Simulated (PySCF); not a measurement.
**C₆ coefficients of unlike pairs at PBE**

Calculated with PySCF 2.14 from the dipole response of each species, C₆(A,B) = (3/π) ∫ α_A(iu) α_B(iu) du, in atomic units, from isotropic polarisabilities. For ions this is the dispersion term alone; charge-induced terms of lower order in 1/R come first.

| species | configuration | basis | relativity | α (bohr³) | C₆ (like pair) |
| --- | --- | --- | --- | --- | --- |
| S+ | [Ne] 3s2 3p3 (4S) | aug-cc-pV(Q+d)Z (7s6p5d3f2g) | none | 11.01 | 54.24 |
| P+ | [Ne] 3s2 3p2 (3P) | aug-cc-pVTZ-DK (6s5p3d2f) | spin-free X2C | 14.40 | 74.34 |
| P(3+) | [Ne] 3s2 (1S) | aug-cc-pVDZ-DK (5s4p2d) | spin-free X2C | 6.590 | 16.19 |
| As | [Ar] 3d10 4s2 4p3 (4S) | aug-cc-pVTZ-PP with ECP10MDF (6s5p4d2f) | core potential | 33.64 | 287.8 |

Question: Estimate C₆ for As with P(3+).

Answer: The integral gives 67.44. The combination rule 2 C_A C_B / (C_A α_B/α_A + C_B α_A/α_B) gives 67.02 and the geometric mean 68.25.

No spin-orbit coupling is included.

The other pairs:

| pair | C₆ |
| --- | --- |
| As, P+ | 144.8 |
| P+, S+ | 63.09 |
| P(3+), P+ | 34.68 |
| As, S+ | 121.2 |
| P(3+), S+ | 29.47 |
